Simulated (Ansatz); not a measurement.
C3H9AlO3 (`CC(C)[O][Al]([OH])[OH]`) at its PBE0-D4/def2-TZVP geometry, where that method's forces vanish. The species carries charge 0 and has multiplicity 1.

| atom | x (Å) | y (Å) | z (Å) |
| --- | --- | --- | --- |
| C1 | 0.157 | -1.124 | -1.189 |
| C2 | -0.066 | 0.340 | -0.858 |
| C3 | 0.919 | 1.242 | -1.572 |
| O4 | 0.050 | 0.564 | 0.530 |
| Al5 | -0.608 | -0.104 | 1.922 |
| O6 | -0.112 | 0.440 | 3.443 |
| O7 | -1.780 | -1.318 | 1.818 |
| H8 | 0.052 | -1.302 | -2.262 |
| H9 | 1.164 | -1.427 | -0.889 |
| H10 | -0.569 | -1.754 | -0.668 |
| H11 | -1.083 | 0.615 | -1.174 |
| H12 | 0.828 | 1.137 | -2.656 |
| H13 | 0.741 | 2.286 | -1.308 |
| H14 | 1.941 | 0.985 | -1.283 |
| H15 | 0.546 | 1.125 | 3.549 |
| H16 | -2.179 | -1.704 | 2.596 |

Problem. For each bond, give half the difference of the two atoms' forces along it (eV/Å; positive pushes the atoms apart) under PBE-D4, r2SCAN-D4, B3LYP-D4, ωB97M-V in def2-TZVPP. (An estimate is asked.)

Solution. Ansatz gave: 
```csv
bond,length (Å),PBE-D4,r2SCAN-D4,B3LYP-D4,ωB97M-V
C1–H8,1.093,0.09,-0.03,-0.07,-0.07
C1–H9,1.094,0.11,-0.03,-0.06,-0.07
C1–H10,1.093,0.09,-0.04,-0.09,-0.07
C2–C3,1.515,0.00,0.05,0.10,0.10
C2–O4,1.410,0.23,0.26,0.27,0.18
C2–H11,1.100,0.08,-0.08,-0.16,-0.18
C3–H12,1.093,0.09,-0.04,-0.06,-0.07
C3–H13,1.091,0.09,-0.03,-0.07,-0.07
C3–H14,1.093,0.11,-0.03,-0.06,-0.07
O4–Al5,1.678,0.04,-0.06,-0.10,-0.04
Al5–O6,1.690,0.08,0.00,0.02,0.04
Al5–O7,1.691,0.09,0.01,0.04,0.04
O6–H15,0.956,0.34,0.01,0.01,-0.06
O7–H16,0.956,0.34,0.01,0.01,-0.06
```

B3LYP here is the variant with VWN-RPA as its local correlation; programs differ in this.
